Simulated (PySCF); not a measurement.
SCF from a fresh guess for singlet Bi₂Se, at the PBE0 minimum. PySCF input:

```python
from pyscf import gto, scf, dft
mol = gto.M(atom='''
Se     0.000000    -0.000000    -1.672190
Bi     1.602850    -0.000000     0.319460
Bi    -1.602850     0.000000     0.319460''',
    basis={'Se': 'def2-TZVP', 'Bi': 'def2-TZVP'},
    ecp={'Bi': 'def2-TZVP'},
    charge=0, spin=0)
mf = dft.RKS(mol, xc='PBE')
mf.grids.atom_grid = (50, 194)
aux = {'Se': 'def2-universal-JKFIT', 'Bi': 'def2-universal-JKFIT'}
mf = mf.density_fit(auxbasis=aux)
mf.conv_tol = 1e-08
mf.diis_space = 10
mf.max_cycle = 60
mf.init_guess = 'minao'
mf.verbose = 4
mf.kernel()
```

Excerpt of the output (cycles and frontier levels); where DIIS stalls, ADIIS, DIIS with a small level shift and a second-order solver take over in turn:

```
init E= -2760.94255765813
  HOMO = -0.950692312252007  LUMO = -0.928907692363024  gap/eV = 0.59279
cycle= 1 E= -2826.46809217953  delta_E= -65.5  |g|= 4.05  |ddm|= 16.6
cycle= 2 E= -2783.63127835001  delta_E= 42.8  |g|= 14.2  |ddm|= 17.9
  HOMO = -0.047800980519104  LUMO = -0.0276251897940204  gap/eV = 0.54901
cycle= 3 E= -2829.2301841808  delta_E= -45.6  |g|= 2.51  |ddm|= 13.8
  HOMO = -0.139948177122016  LUMO = -0.129005436033315  gap/eV = 0.29777
cycle= 4 E= -2830.44318694947  delta_E= -1.21  |g|= 0.785  |ddm|= 2.73
  HOMO = -0.143169275569175  LUMO = -0.115653584391737  gap/eV = 0.74874
cycle= 5 E= -2830.23869121641  delta_E= 0.204  |g|= 1.03  |ddm|= 2.59
  HOMO = -0.153815104050068  LUMO = -0.145697818106932  gap/eV = 0.22088
cycle= 6 E= -2830.51911456399  delta_E= -0.28  |g|= 0.441  |ddm|= 2.42
  HOMO = -0.150904879151342  LUMO = -0.144247785264564  gap/eV = 0.18115
cycle= 7 E= -2830.54208396097  delta_E= -0.023  |g|= 0.323  |ddm|= 2.31
... 95 lines left out ...
cycle= 56 E= -2830.43211005158  delta_E= 0.000462  |g|= 0.479  |ddm|= 0.0123
  HOMO = -0.155834678397323  LUMO = -0.140025735918333  gap/eV = 0.43018
cycle= 57 E= -2830.43420066353  delta_E= -0.00209  |g|= 0.475  |ddm|= 0.0105
  HOMO = -0.158449713815199  LUMO = -0.135371033918489  gap/eV = 0.62800
cycle= 58 E= -2830.41368958459  delta_E= 0.0205  |g|= 0.508  |ddm|= 0.0811
  HOMO = -0.150859710320215  LUMO = -0.137256128602322  gap/eV = 0.37017
cycle= 59 E= -2830.45381945178  delta_E= -0.0401  |g|= 0.438  |ddm|=  2.3
  HOMO = -0.160564536355939  LUMO = -0.133814770777311  gap/eV = 0.72790
cycle= 60 E= -2830.41986938052  delta_E= 0.034  |g|= 0.502  |ddm|= 0.178
SCF not converged.
init E= -2760.94255765813
  HOMO = -0.950692312252005  LUMO = -0.928907692362992  gap/eV = 0.59279
cycle= 1 E= -2826.46809217953  delta_E= -65.5  |g|= 4.05  |ddm|= 16.6
cycle= 2 E= -2783.63127835007  delta_E= 42.8  |g|= 14.2  |ddm|= 17.9
  HOMO = -0.0141504477479972  LUMO = 0.00173008082969258  gap/eV = 0.43213
cycle= 3 E= -2827.81870994361  delta_E= -44.2  |g|= 3.51  |ddm|=   13
  HOMO = -0.154504714802671  LUMO = -0.13956806845578  gap/eV = 0.40645
cycle= 4 E= -2830.30898260052  delta_E= -2.49  |g|= 1.03  |ddm|= 5.16
  HOMO = -0.142673418114416  LUMO = -0.125507443773677  gap/eV = 0.46711
cycle= 5 E= -2829.87816594872  delta_E= 0.431  |g|= 1.58  |ddm|= 3.05
  HOMO = -0.138402704833641  LUMO = -0.131841493139848  gap/eV = 0.17854
cycle= 6 E= -2830.52056343622  delta_E= -0.642  |g|= 0.46  |ddm|= 1.38
  HOMO = -0.159578941902254  LUMO = -0.152194656042033  gap/eV = 0.20094
cycle= 7 E= -2830.54399120506  delta_E= -0.0234  |g|= 0.333  |ddm|= 2.33
  HOMO = -0.148701203071987  LUMO = -0.145384271056668  gap/eV = 0.09026
cycle= 8 E= -2830.56006759361  delta_E= -0.0161  |g|= 0.254  |ddm|=  2.3
  HOMO = -0.142928474862091  LUMO = -0.140835882750296  gap/eV = 0.05694
cycle= 9 E= -2830.56550429447  delta_E= -0.00544  |g|= 0.26  |ddm|= 2.27
cycle= 10 E= -2830.56849330568  delta_E= -0.00299  |g|= 0.175  |ddm|= 0.395
  HOMO = -0.154614346719891  LUMO = -0.143934092375708  gap/eV = 0.29062
cycle= 11 E= -2830.44557768127  delta_E= 0.123  |g|= 0.459  |ddm|= 1.81
cycle= 12 E= -2830.49301267183  delta_E= -0.0474  |g|= 0.353  |ddm|= 0.39
  HOMO = -0.145497762736136  LUMO = -0.143944536583542  gap/eV = 0.04227
cycle= 13 E= -2830.47990689266  delta_E= 0.0131  |g|= 0.382  |ddm|= 2.21
cycle= 14 E= -2830.56643771598  delta_E= -0.0865  |g|= 0.176  |ddm|= 1.64
cycle= 15 E= -2830.56034419753  delta_E= 0.00609  |g|= 0.211  |ddm|= 2.17
cycle= 16 E= -2830.49030066209  delta_E= 0.07  |g|= 0.367  |ddm|= 1.55
cycle= 17 E= -2830.49251182106  delta_E= -0.00221  |g|= 0.355  |ddm|= 2.27
cycle= 18 E= -2830.55095085101  delta_E= -0.0584  |g|= 0.239  |ddm|= 0.836
cycle= 19 E= -2830.5082145806  delta_E= 0.0427  |g|= 0.337  |ddm|= 1.66
cycle= 20 E= -2830.48435782152  delta_E= 0.0239  |g|= 0.367  |ddm|= 2.15
SCF not converged.
init E= -2830.48435782152
  HOMO = -0.132372980029575  LUMO = -0.047907629012804  gap/eV = 2.29842
cycle= 1 E= -2829.74026385197  delta_E= 0.744  |g|=  1.3  |ddm|=  2.8
  HOMO = -0.133934205189172  LUMO = -0.0816855185565106  gap/eV = 1.42176
cycle= 2 E= -2825.40646989793  delta_E= 4.33  |g|= 3.22  |ddm|= 6.67
  HOMO = -0.161653587189395  LUMO = -0.0758780302825676  gap/eV = 2.33407
cycle= 3 E= -2829.61637784129  delta_E= -4.21  |g|= 1.28  |ddm|= 4.76
  HOMO = -0.120587632273846  LUMO = -0.0416588055972128  gap/eV = 2.14776
cycle= 4 E= -2830.31477674786  delta_E= -0.698  |g|= 0.657  |ddm|=  1.4
  HOMO = -0.122293849174475  LUMO = -0.065300931427085  gap/eV = 1.55086
cycle= 5 E= -2830.48882174528  delta_E= -0.174  |g|= 0.399  |ddm|= 0.76
  HOMO = -0.121016406961785  LUMO = -0.0718428760470116  gap/eV = 1.33808
cycle= 6 E= -2830.54352807307  delta_E= -0.0547  |g|= 0.172  |ddm|= 0.432
  HOMO = -0.120058135151647  LUMO = -0.069268944616  gap/eV = 1.38204
... 39 lines left out ...
  HOMO = -0.158288464573217  LUMO = -0.0363676282908015  gap/eV = 3.31763
cycle= 27 E= -2830.40594662094  delta_E= 0.0958  |g|= 0.578  |ddm|= 0.565
  HOMO = -0.168079211612363  LUMO = -0.0265518754265826  gap/eV = 3.85115
cycle= 28 E= -2830.34279750171  delta_E= 0.0631  |g|= 0.643  |ddm|= 0.383
  HOMO = -0.171695731313557  LUMO = -0.0224819280870819  gap/eV = 4.06031
cycle= 29 E= -2830.31618938132  delta_E= 0.0266  |g|= 0.662  |ddm|= 0.245
  HOMO = -0.173322752438997  LUMO = -0.0211279004254501  gap/eV = 4.14143
cycle= 30 E= -2830.30642499355  delta_E= 0.00976  |g|= 0.667  |ddm|= 0.156
SCF not converged.
  HOMO = -0.170521512209778  LUMO = -0.137495040322795  gap/eV = 0.89870
macro= 0  E= -2830.51276269598  delta_E= -0.206338  |g|= 0.35241  3 KF 17 JK
macro= 1  E= -2830.55500371423  delta_E= -0.042241  |g|= 0.00231211  5 KF 20 JK
macro= 2  E= -2830.55499628046  delta_E= 7.43377e-06  |g|= 0.000227193  2 KF 10 JK
macro= 3  E= -2830.55499628046  delta_E= -4.09273e-12  |g|= 1.92116e-05  1 KF 2 JK
macro X = 4  E=-2830.55499628046  |g|= 1.92116e-05  total 12 KF 54 JK
converged SCF energy = -2830.55499628046
```

No lower solution of this spin was found by a stability analysis within the restricted form, which does not test spin polarisation.

At the minimum of this search the closed-shell solution is unstable towards spin polarisation, so a lower open-shell solution exists. No spin–orbit coupling is included, which matters more the heavier the element.

The search for the lowest solution, with the stability check, took 48 s on 4 threads of a shared Arm Neoverse V1 host, with 148 basis functions; the process peaked at 0.33 GiB. Launch command: `OMP_NUM_THREADS=4 python axn.py task.json out`.
